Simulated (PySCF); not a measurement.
SMILES B[SiH2]CC, GFN2-xTB optimised geometry.

```
13

B      2.25     0.71    -1.57
Si     1.61    -0.27     0.00
C     -0.31    -0.27     0.00
C     -0.90     1.14     0.00
H      2.51     1.85    -1.52
H      2.35     0.19    -2.62
H      1.99    -1.69     0.08
H      2.00     0.28     1.32
H     -0.68    -0.81    -0.87
H     -0.68    -0.81     0.87
H     -0.60     1.68    -0.89
H     -0.56     1.69     0.87
H     -1.99     1.10     0.03
```

Density from PySCF with B3LYP/def2-TZVP at that geometry.

Minimum of the electron density along straight lines between bonded atoms, close to the bond critical point (lines longer than 1.1 times the sum of covalent radii, or with two minima, are not listed):

```json
[
 {"bond": "B1–Si2", "length / Å": "1.956", "ρ at the minimum / e bohr⁻³": "0.121", "∇²ρ there / e bohr⁻⁵": "(withheld)", "position (fraction from the first atom)": "0.61"},
 {"bond": "Si2–C3", "length / Å": "1.922", "ρ at the minimum / e bohr⁻³": "(withheld)", "∇²ρ there / e bohr⁻⁵": "(withheld)", "position (fraction from the first atom)": "0.39"},
 {"bond": "C3–C4", "length / Å": "1.523", "ρ at the minimum / e bohr⁻³": "0.244", "∇²ρ there / e bohr⁻⁵": "-0.60", "position (fraction from the first atom)": "0.50"},
 {"bond": "B1–H5", "length / Å": "1.171", "ρ at the minimum / e bohr⁻³": "0.194", "∇²ρ there / e bohr⁻⁵": "-0.38", "position (fraction from the first atom)": "0.44"},
 {"bond": "B1–H6", "length / Å": "1.171", "ρ at the minimum / e bohr⁻³": "0.193", "∇²ρ there / e bohr⁻⁵": "-0.37", "position (fraction from the first atom)": "0.44"},
 {"bond": "Si2–H7", "length / Å": "1.477", "ρ at the minimum / e bohr⁻³": "0.121", "∇²ρ there / e bohr⁻⁵": "0.17", "position (fraction from the first atom)": "0.49"},
 {"bond": "Si2–H8", "length / Å": "1.477", "ρ at the minimum / e bohr⁻³": "0.121", "∇²ρ there / e bohr⁻⁵": "0.17", "position (fraction from the first atom)": "0.49"},
 {"bond": "C3–H9", "length / Å": "1.092", "ρ at the minimum / e bohr⁻³": "0.276", "∇²ρ there / e bohr⁻⁵": "-0.93", "position (fraction from the first atom)": "0.64"},
 {"bond": "C3–H10", "length / Å": "1.090", "ρ at the minimum / e bohr⁻³": "0.277", "∇²ρ there / e bohr⁻⁵": "-0.93", "position (fraction from the first atom)": "0.64"},
 {"bond": "C4–H11", "length / Å": "1.089", "ρ at the minimum / e bohr⁻³": "0.280", "∇²ρ there / e bohr⁻⁵": "-0.96", "position (fraction from the first atom)": "0.63"},
 {"bond": "C4–H12", "length / Å": "1.088", "ρ at the minimum / e bohr⁻³": "0.281", "∇²ρ there / e bohr⁻⁵": "-0.97", "position (fraction from the first atom)": "0.64"},
 {"bond": "C4–H13", "length / Å": "1.090", "ρ at the minimum / e bohr⁻³": "0.280", "∇²ρ there / e bohr⁻⁵": "-0.96", "position (fraction from the first atom)": "0.64"}
]
```

Task: Some entries are withheld; supply them.

Result: 
- B1–Si2, ∇²ρ there / e bohr⁻⁵: -0.01
- Si2–C3, ρ at the minimum / e bohr⁻³: 0.113
- Si2–C3, ∇²ρ there / e bohr⁻⁵: 0.13
